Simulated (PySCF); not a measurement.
Spectrum to structure. Method used: TDDFT PBE0/def2-SVPD, vertical, gas phase, core orbitals frozen in the response (PySCF 2.14.0, density-fitted response routines). Geometries: GFN2-xTB, one conformer each.

| state | E (eV) | f | main configurations (H = HOMO, L = LUMO) |
| --- | --- | --- | --- |
| S1 | 5.80 | 0.523 | H→L (95%) |
| S2 | 6.76 | 0.039 | H-1→L (83%) |
| S3 | 6.80 | 0.0012 | H→L+1 (90%) |
| S4 | 6.97 | 0.0075 | H-2→L (47%), H→L+2 (30%), H-3→L (16%) |
| S5 | 7.12 | 0.0070 | H-3→L (58%), H→L+2 (29%), H-1→L (9%) |
| S6 | 7.33 | 0.021 | H→L+3 (68%), H→L+2 (13%) |

Triplets computed (Tamm–Dancoff): 3.21, 5.04 eV.

Task: Which structure fits? All have the formula C6H8F2O.
A. `O(C(F)F)[C@@H]1C=C[C@H]1C`
B. `C=CC(=C)COC(F)F`
C. `C=C(C=O)[C@H](C)C(F)F`

Result: B. Its S1 lies at 5.80 eV; the nearest of the others has S1 at 6.72 eV. S1 is HOMO→LUMO (95%). Löwdin shares by element: HOMO carbon 87% or more; LUMO carbon 80% or more (atoms not listed hold the other 20%). At the same level the other candidates give, for their lowest levels:
- `C[C@@H]1C=C[C@H]1OC(F)F`: 6.72 eV (f 0.036); 7.10 eV (f 0.103); 7.23 eV (f 0.035); 7.60 eV (f 0.022); 7.83 eV (f 0.036); T1 4.33 eV; HOMO -7.88, LUMO -0.31 eV
- `C=C(C=O)[C@H](C)C(F)F`: 3.78 eV (f 0.000); 5.99 eV (f 0.225); 6.40 eV (f 0.032); 6.90 eV (f 0.009); 7.03 eV (f 0.003); T1 3.23 eV; HOMO -7.79, LUMO -2.01 eV

Conformer computed: `[CH2:1]=[CH:2][C:3](=[CH2:4])[CH2:5][O:6][CH:7]([F:8])[F:9]`: C1–C2–C3–C4 178°, C2–C3–C5–O6 71°, C3–C5–O6–C7 -176°, C5–O6–C7–F8 -57°.
